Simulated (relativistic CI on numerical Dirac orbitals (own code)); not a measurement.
Electric-dipole lines of Si8+

These numbers are calculated, not measured: Dirac-Coulomb-Breit CI, separate exchange-only KLI orbitals for each configuration, QED by a radiative potential, unscaled Slater integrals (own radial code, finite nucleus).

Configuration list (outside the closed core 1s2): 2s2.2p2, 2s.2p3, 2p4, 2s2.2p.3s, 2p3.3s, 2s2.2p.3p, 2p3.3p, 2p3.3d, 2s2.2p.3d, 2s.2p2.3s, 2s.2p2.3p, 2s.2p2.3d, 2s2.2p.4s, 2s2.2p.4p, 2s2.2p.4d, 2s2.2p.4f. Levels of other configurations are missing.

```
λ vac (Å)                 Lower                  Upper   A (s⁻¹)  log gf  S velocity/length
   43.916      2s2.2p2 3P_2 [3]  2s2.2p.4d 3D°_3 [193]  4.17e+11   -0.07               0.90
   51.110      2s2.2p2 1D_2 [4]  2s.2p2.3p 1F°_3 [100]  3.00e+11   -0.09               0.95
   51.368      2s2.2p2 1D_2 [4]   2s.2p2.3p 1D°_2 [96]  2.86e+11   -0.25               0.89
   52.812      2s.2p3 3D°_3 [7]   2s.2p2.3d 3F_4 [151]  2.00e+11   -0.12               1.00
   52.994      2s2.2p2 3P_1 [2]   2s.2p2.3p 3D°_2 [63]  2.22e+11   -0.33               0.87
   53.025      2s2.2p2 3P_2 [3]   2s.2p2.3p 3D°_3 [64]  2.72e+11   -0.10               0.87
   54.810     2s.2p3 3P°_2 [12]   2s.2p2.3d 3D_3 [148]  4.74e+11    0.17               0.99
   54.876      2s.2p3 5S°_2 [6]    2s.2p2.3d 5P_1 [85]  1.24e+12    0.23               0.96
   54.901      2s.2p3 5S°_2 [6]    2s.2p2.3d 5P_2 [84]  1.22e+12    0.44               0.96
   54.943      2s.2p3 5S°_2 [6]    2s.2p2.3d 5P_3 [83]  1.21e+12    0.58               0.96
   55.185      2s2.2p2 3P_1 [2]   2s2.2p.3d 3P°_1 [46]  3.27e+11   -0.35               0.95
   55.337      2s2.2p2 3P_2 [3]   2s2.2p.3d 3P°_2 [45]  7.08e+11    0.21               0.95
   55.350      2s2.2p2 3P_0 [1]   2s2.2p.3d 3D°_1 [42]  7.78e+11    0.03               0.98
   55.405      2s2.2p2 3P_1 [2]   2s2.2p.3d 3D°_2 [43]  9.63e+11    0.35               0.98
   55.448      2s2.2p2 3P_2 [3]   2s2.2p.3d 3D°_3 [44]  1.10e+12    0.55               0.98
   55.531      2s.2p3 3D°_3 [7]   2s.2p2.3d 3D_3 [126]  5.10e+11    0.22               0.94
   55.539      2s.2p3 3D°_2 [8]   2s.2p2.3d 3D_2 [125]  4.25e+11   -0.01               0.94
   55.672      2s.2p3 3D°_2 [8]   2s.2p2.3d 3F_3 [121]  9.18e+11    0.48               1.02
   55.672      2s.2p3 3D°_3 [7]   2s.2p2.3d 3F_4 [119]  1.09e+12    0.66               1.01
   55.677      2s.2p3 3D°_1 [9]   2s.2p2.3d 3F_2 [120]  8.65e+11    0.30               1.02
   56.057      2s2.2p2 1D_2 [4]   2s2.2p.3d 1F°_3 [52]  1.38e+12    0.66               1.02
   56.542     2s.2p3 1D°_2 [13]   2s.2p2.3d 1F_3 [167]  1.46e+12    0.69               1.01
   56.617     2s.2p3 3P°_2 [12]   2s.2p2.3d 3P_2 [134]  4.27e+11    0.01               0.91
   56.863     2s.2p3 3S°_1 [14]   2s.2p2.3d 3P_1 [161]  9.00e+11    0.12               0.97
   56.899     2s.2p3 3S°_1 [14]   2s.2p2.3d 3P_2 [160]  1.01e+12    0.39               0.97
   57.206     2s.2p3 3P°_2 [12]   2s.2p2.3d 3D_3 [126]  3.89e+11    0.13               0.97
   57.598      2s2.2p2 1D_2 [4]   2s2.2p.3d 1D°_2 [40]  3.09e+11   -0.11               0.92
   57.706     2s.2p3 1P°_1 [15]   2s.2p2.3d 1D_2 [172]  7.61e+11    0.28               1.03
   57.803      2s2.2p2 1S_0 [5]   2s2.2p.3d 1P°_1 [51]  8.35e+11    0.10               0.96
   58.315      2s.2p3 3D°_3 [7]    2s.2p2.3d 3D_3 [99]  2.32e+11   -0.08               0.91
   59.124      2s.2p3 3D°_3 [7]    2s.2p2.3d 3F_4 [91]  4.64e+11    0.34               1.05
   59.221      2s.2p3 3D°_2 [8]    2s.2p2.3d 3F_3 [90]  4.16e+11    0.19               1.05
   59.296      2s.2p3 3D°_1 [9]    2s.2p2.3d 3F_2 [89]  3.90e+11    0.01               1.05
   59.813     2s.2p3 1D°_2 [13]   2s.2p2.3d 1D_2 [140]  5.70e+11    0.18               0.96
   60.165     2s.2p3 3P°_2 [12]    2s.2p2.3d 3D_3 [99]  4.40e+11    0.22               1.02
   60.196     2s.2p3 3P°_1 [10]    2s.2p2.3d 3D_2 [98]  3.16e+11   -0.07               1.02
   174.23   2s2.2p.3p 3D_3 [28]  2s2.2p.4d 3F°_4 [190]  4.56e+10    0.27               0.97
   198.00  2s2.2p.3d 3F°_2 [38]   2s2.2p.4f 3G_3 [197]  7.16e+10    0.47               0.90
   199.28  2s2.2p.3d 3F°_3 [39]   2s2.2p.4f 3G_4 [198]  5.87e+10    0.50               0.90
   205.78  2s2.2p.3d 3D°_1 [42]   2s2.2p.4f 3F_2 [199]  7.36e+10    0.37               0.90
   221.61      2s2.2p2 3P_2 [3]      2s.2p3 3S°_1 [14]  2.26e+10   -0.30               0.83
   222.44      2s2.2p2 1D_2 [4]      2s.2p3 1P°_1 [15]  2.60e+10   -0.24               0.56
   252.19      2s2.2p2 1D_2 [4]      2s.2p3 1D°_2 [13]  1.96e+10   -0.03               0.93
   255.66      2s.2p3 3D°_3 [7]          2p4 3P_2 [16]  1.39e+10   -0.17               0.61
   352.69     2s.2p3 1D°_2 [13]          2p4 1D_2 [19]  1.09e+10    0.01               0.81
```

Terms are leading LS components. Brackets give the number of a level in order of energy, since labels repeat. The list gives strong lines, with weight on those to low levels, among the lowest 200 of 274 levels, so that lines to higher ones, which can be the strongest, are missing. Levels whose partners in the same complex of configurations lie outside the list can be far off, and so can their lines. Rates are taken at the computed energies, electric ones in the length gauge. A velocity-to-length ratio far from 1 marks an uncertain rate.

At this charge configurations can still be misplaced by up to about 7 % of their energy.
